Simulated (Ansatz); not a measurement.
This Ansatz (a quantum-chemistry and plane-wave program) input (CCSD(T)/def2-TZVPD) gives -2399.95062 Eh with 57 basis functions. A basis named .json is the Basis Set Exchange file of that set (core-valence sets with the plain set on hydrogen).

Ansatz 0.2 input:
```yaml
crystal:
  periodic: [false, false, false]
  atoms:
    - {symbol: Se, position_ang: [0.00000000, 0.00000000, 0.00000000]}
basis:
  gaussian:
    orbitals: def2-TZVPD
magnetization: {spin_polarized: true, initial_magnetization: 2}
correlation: {method: ccsd_t, electrons: outside_noble_gas}
scf: {lower_state_search: full}
```

Change:
```diff
- orbitals: def2-TZVPD
+ orbitals: def2-QZVPP.json
```

What does the run give now?

-2400.00689 Eh (CCSD(T)/def2-QZVPP, 89 functions), a change of -56.27 mEh.
